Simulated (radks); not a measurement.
Task: Species: O IV. Configuration: [He] 2s1.5 2p1 3s0.5 (fractional occupations, a model configuration). Method: scalar-relativistic Kohn-Sham, PBE, spin-polarised, spherical densities, point nucleus; open shells are filled with parallel spins first; computed with a radial shooting solver on a logarithmic mesh with Libxc functionals. Some entries of the table are withheld. Estimate them.

orbital,occ.,eigenvalue (hartree),<r^2> (bohr^2),r(max) (bohr)
1s up,1,-21.90884,0.05351,0.1290
1s down,1,-21.83993,0.05332,0.1290
2s up,1,-3.18875,(1),0.7940
2s down,0.5,-2.98648,(2),0.8001
2p up,1,-2.66758,0.9639,0.6882
2p down,0,-2.47148,1.002,0.6899
3s up,0.5,-1.01708,7.568,2.381
3p up,0,-0.88497,8.198,2.450

Result: 
(1) 2s up <r^2> (bohr^2): 1.070
(2) 2s down <r^2> (bohr^2): 1.108
